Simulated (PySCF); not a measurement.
**Dipole response of V⁺ (vanadium, charge +1)**

[Ar] 3d4, high-spin 5D determinant. All numbers are calculated (PySCF 2.14, no relativity, point nucleus, in aug-cc-pwCVTZ (10s9p7d4f3g, 127 functions)). Coupled (time-dependent) response in atomic units; α is the mean over directions.

```json
{"method": "BLYP", "mean α (bohr³)": "17.83", "α xx, yy, zz": "15.93, 15.93, 21.65", "C₆ (like pair)": "67.51", "S(−4)": "552.1"}
```

S(−4) is the Cauchy moment in α(ω) = α(0) + S(−4) ω² + …

α(iu) at BLYP:

```json
{"u (hartree)": "0", "α(iu) (bohr³)": "17.83"}
{"u (hartree)": "0.0500", "α(iu) (bohr³)": "16.60"}
{"u (hartree)": "0.100", "α(iu) (bohr³)": "14.08"}
{"u (hartree)": "0.200", "α(iu) (bohr³)": "9.979"}
{"u (hartree)": "0.300", "α(iu) (bohr³)": "7.703"}
{"u (hartree)": "0.500", "α(iu) (bohr³)": "5.326"}
{"u (hartree)": "0.750", "α(iu) (bohr³)": "3.785"}
{"u (hartree)": "1.00", "α(iu) (bohr³)": "2.884"}
{"u (hartree)": "1.50", "α(iu) (bohr³)": "1.876"}
{"u (hartree)": "2.00", "α(iu) (bohr³)": "1.326"}
{"u (hartree)": "3.00", "α(iu) (bohr³)": "0.7637"}
{"u (hartree)": "5.00", "α(iu) (bohr³)": "0.3501"}
```

A single London oscillator, α(iu) = α/(1 + u²/ω²), gives C₆ = (3/4) ω α². Matching the computed C₆ needs ω = 4 × 67.51 / (3 × 17.83²) = 0.283 hartree.

For an ion, C₆ is the dispersion term alone; charge-induced terms of lower order in 1/R come first.

The components differ because the open shell of this determinant is not spherical; for a pure term their mean is the scalar polarisability.
